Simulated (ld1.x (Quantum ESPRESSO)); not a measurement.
Which change was made? (Ti, RRKJ)

```
Element                 : Ti
Generator               : ld1.x (Quantum ESPRESSO) 7.5
Type                    : norm-conserving RRKJ (Kleinman–Bylander form)
Functional              : LDA (PZ)
Relativity              : scalar-relativistic
Frozen core             : [Ar]
Valence charge          : 4
Reference configuration : 3d2 4s1 4p0 (charge +1)
Partial waves           : 4s (bound): rc 2.80 bohr; 4p (bound, empty): rc 2.30 bohr; 3d (bound): rc 1.95 bohr
Local potential         : the d channel
Core correction         : none
rho0                    : 0.02
```

Cutoffs, loose and tight: the cutoffs (Ry, on a coarse ladder) from which the occupation-weighted sum of valence levels, in a spherical-Bessel basis at the reference potential, stays within 10 and 1 mRy of its value at 400 Ry. They do not see the model core or the augmentation charge, which bear on the density cutoff. Test errors are all-electron minus pseudo excitation energies from the reference, over the configurations 3d2 4s2 4p0; 3d2 4s0 4p0; 3d1 4s0 4p0; 3d2 4s1.5 4p0; 3d2.5 4s1.5 4p0; 3d1 4s2 4p1; 3d2 4s0 4p2 (two spin-polarised tests are not counted in the largest error); variants that change the core or the reference have their own tests. The largest error is taken over the tests solved by every variant that gives reliable tests at all, those not shown here included: 3d1 4s0 4p0; 3d2 4s0 4p0; 3d2 4s1.5 4p0; 3d2 4s2 4p0; 3d2.5 4s1.5 4p0.

The base gives: outcome: generated; cutoff, loose: 55 Ry; cutoff, tight: 70 Ry; bound ghosts: s, p; largest test error (meV): +145.

Question: After one change the result is: outcome: generated; cutoff, loose: 110 Ry; cutoff, tight: 140 Ry; bound ghosts: s, p; largest test error (meV): +65. Which change was it?
A. wave 3d (bound): rc 1.95 bohr becomes 3d (bound): rc 2.94 bohr
B. wave 3d (bound): rc 1.95 bohr becomes 3d (bound): rc 1.24 bohr
C. wave 3d (bound): rc 1.95 bohr becomes 3d (bound): rc 2.20 bohr
D. wave 3d (bound): rc 1.95 bohr becomes 3d (bound): rc 1.46 bohr
E. wave 3d (bound): rc 1.95 bohr becomes 3d (bound): rc 2.54 bohr

Answer: B. The others give: wave 3d (bound): rc 1.95 bohr becomes 3d (bound): rc 2.94 bohr → outcome: generated; cutoff, loose: 30 Ry; cutoff, tight: 35 Ry; bound ghosts: s; largest test error (meV): +526 | wave 3d (bound): rc 1.95 bohr becomes 3d (bound): rc 2.20 bohr → outcome: generated; cutoff, loose: 45 Ry; cutoff, tight: 55 Ry; bound ghosts: s, p; largest test error (meV): +210 | wave 3d (bound): rc 1.95 bohr becomes 3d (bound): rc 2.54 bohr → outcome: generated; cutoff, loose: 35 Ry; cutoff, tight: 45 Ry; bound ghosts: s, p; largest test error (meV): +334 | wave 3d (bound): rc 1.95 bohr becomes 3d (bound): rc 1.46 bohr → outcome: generated; cutoff, loose: 80 Ry; cutoff, tight: 100 Ry; bound ghosts: s, p; largest test error (meV): +79.
